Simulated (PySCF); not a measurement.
Species: MgI2.
Structure used (PBE0-D3(BJ)/def2-SVP), in Å, numbered top down from 1:
```xyz
3
MgI2 angstrom
Mg    -0.006   -0.003    0.000
I     -0.015   -0.020    2.546
I      0.020    0.023   -2.546
```

Method: PBE0-D3(BJ)/def2-SVP geometry optimisation, gas phase, def2 core potentials past Kr (PySCF).

Task: Which atoms are bound to Mg1, and at what distances?

Result: 2 atoms: I3 2.546 Å, I2 2.546 Å.

Task: What is the shape at Mg1?

Result: Linear: angle 179.6°.

Task: What are the rotational constants (commonest isotopes, rigid rotor)?

Result: B = 307.1 MHz (linear).

Point group: D∞h (every atom within 0.08 Å of its image). Charge 0, singlet. Whether it is a minimum is left open (no frequencies).

---

Species: [CuH2]- (charge -1 and singlet state).
Structure used (PBE0-D3(BJ)/def2-SVP), in Å, numbered top down from 1:
```xyz
3
CuH2 angstrom
Cu     0.0000    0.0000    0.0000
H     -0.0180   -0.0223    1.5743
H      0.0180    0.0223   -1.5743
```

Level of theory: PBE0-D3(BJ)/def2-SVP geometry optimisation, gas phase (PySCF).

Q: Which atoms are bound to Cu1, and at what distances?

A: 2 atoms: H3 1.575 Å, H2 1.575 Å.

Q: What is the shape at Cu1?

A: Linear: angle 180.0°.

Q: What are the rotational constants (commonest isotopes, rigid rotor)?

A: B = 101132 MHz (linear).

Point group: D∞h (every atom within 0.08 Å of its image). Charge -1, singlet. The geometry's basis has no diffuse functions, a weakness for an anion. No PBE0-D3(BJ)/def2-SVP frequencies stand behind this structure, so it isn't proved a minimum.

The run took 2.9 s wall on one thread, x86-64 server (shared host). That covers the optimisation of the geometry.
